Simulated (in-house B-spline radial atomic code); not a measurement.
Values are calculated unless marked as measured or tabulated.
# Making a Troullier-Martins p channel for I, r_c = 1.55 bohr

I, [Kr] 4d10 5s2 5p5, non-relativistic PBE, spherical and spin-unpolarised, from a B-spline radial code for spherical atoms (atomic units). The all-electron 5p level is ε = -0.262616 hartree, its outermost node lies just inside 0.98 bohr and its outer maximum at 2.06 bohr.

Inside r_c the pseudo-orbital is u(r) = r^2 exp(p(r)), with p = c0 + c2 r² + c4 r⁴ + … + c12 r¹². The seven coefficients follow from p and its first four derivatives at r_c, from zero curvature of the screened potential at the origin, c4 = −c2²/(2l + 5), and from the norm inside r_c. At r_c the all-electron orbital has P = 0.5886333, P' = 0.5610713, the screened potential V = -1.972987, V' = 3.077336, V'' = -7.655515, and the norm inside is Q = 0.1231344.

Question: What are p, p' and p'' at r_c?

Answer: p = ln(P/r_c^2) = ln(0.5886333/2.4025) = -1.40646. p' = P'/P − 2/r_c = 0.95318 − 1.29032 = -0.33715. The radial equation gives p'' = 2(V − ε) − 2(2) p'/r_c − p'² = -3.42074 − (-0.87006) − 0.11367 = -2.66435. Differentiating, p''' = 2V' + 2(2)p'/r_c² − 2(2)p''/r_c − 2p'p'' = 10.673, and p'''' = 2V'' − 4(2)p'/r_c³ + 4(2)p''/r_c² − 2(2)p'''/r_c − 2p''² − 2p'p''' = -58.002.

For a trial c2 the five matching conditions are linear in c0, c6, c8, c10 and c12, and c2 is varied until the norm inside r_c equals Q. The root nearest zero gives:

```csv
n,c_n
0,0.2181094
2,-2.267201
4,-0.7343144
6,2.697737
8,-1.684688
10,0.4338517
12,-0.04133347
```

Question: Check c4 and p(r_c), and find the screened pseudopotential at the origin.

Answer: −c2²/7 = -0.734314, as listed. The terms c_n r_c^n are 0.21811, -5.44695, -4.23847, 37.41018, -56.12717, 34.72628, -7.94845, which sum to -1.40646. Inverting the radial equation, V_l(r) = ε + 2 p'/r + (p'' + p'²)/2, so V_l(0) = ε + (2l + 3) c2 = -0.262616 + 5 × (-2.2672) = -11.5986 hartree, finite where the all-electron potential diverges.

Orbitals and screened potentials:

```tsv
r (bohr)	P	u	V all-electron	V pseudo
0.155	0.1036	0.02829	-187.4	-11.55
0.388	-0.04342	0.132	-41.8	-10.1
0.62	-0.3351	0.2023	-16.96	-5.42
0.853	-0.163	0.2256	-8.437	-0.1979
1.085	0.1489	0.2812	-4.769	2.127
1.318	0.4147	0.4248	-2.95	-0.236
1.55	0.5886	0.5886	-1.973	-1.973
```

Logarithmic derivatives P'/P at R = 1.85 bohr, for energies E around ε:

| E − ε (hartree) | all-electron | pseudo |
| --- | --- | --- |
| -0.5 | 0.722073 | 0.708874 |
| -0.25 | 0.500447 | 0.496372 |
| -0.1 | 0.356421 | 0.355678 |
| 0 | 0.255062 | 0.255073 |
| 0.1 | 0.148936 | 0.148022 |
| 0.25 | -0.0202752 | -0.0271265 |
| 0.5 | -0.334101 | -0.371993 |

Question: With P(R) = 0.6956773 and a norm of 0.2508553 inside R, what slope in energy does norm conservation fix?

Answer: d(P'/P)/dE = −2 × (norm inside R)/P(R)² = -1.0367 per hartree·bohr at E = ε, for both atoms, since orbital and norm agree at R. Differences over ±0.1 hartree give -1.0374 (all-electron) and -1.0383 (pseudo), which also hold third-order terms. Half a hartree below ε the two curves differ by -0.0132.
